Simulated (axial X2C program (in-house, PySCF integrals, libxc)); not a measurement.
Worked dissociation energy of BeMo: PBE0, spin-free

Computed with an in-house all-electron X2C program for linear molecules (integrals from PySCF). Spin-free means the one-electron spin-free X2C Hamiltonian. Basis: Mo dyall-cv3z [11s12p9d5f3g], Be dyall-cv3z [8s8p3d1f] (cores contracted in-house); Gaussian nuclei, density fitting, unrestricted open shells. Masses: Mo 97.905 u, Be 9.012 u.

Molecular state: M_S = 3, Λ = 0 (beyond evenly filled blocks: 2 × σα, π+α, π-α, δ+α, δ-α).

| Quantity | Value |
| --- | --- |
| E(Mo) (2M_S = 6, M_L = 0) | -4048.093420 hartree |
| E(Be) (2M_S = 0, M_L = 0) | -14.639214 hartree |
| E(BeMo) at Re | -4062.764788 hartree |
| ωe | 361.1 cm⁻¹ |
| ωexe | 3.58 cm⁻¹ |

(1) Work out De and D0.

Occupations by symmetry block were frozen at the best pattern of an incomplete PBE0 search. Dissociation energies refer to the lowest single-determinant-based atoms at the same level and basis. Other states lie close and PBE0, whose exact exchange favours high spin, may order them wrongly; the determinant shown need not be the ground state. The nearest other spin-free determinant of the search, M_S = 2, Λ = 0, lies 0.61 eV up at the distance of the search.

Each atomic determinant is the lowest at this level and need not be a pure term. Totals compare only within one Hamiltonian and basis.

Answers

(1) De = -4048.093420 + (-14.639214) − (-4062.764788) = 0.03215 hartree = 0.875 eV. The zero-point energy is ωe/2 − ωexe/4 = 180 cm⁻¹ = 0.022 eV, so D0 = 0.853 eV.
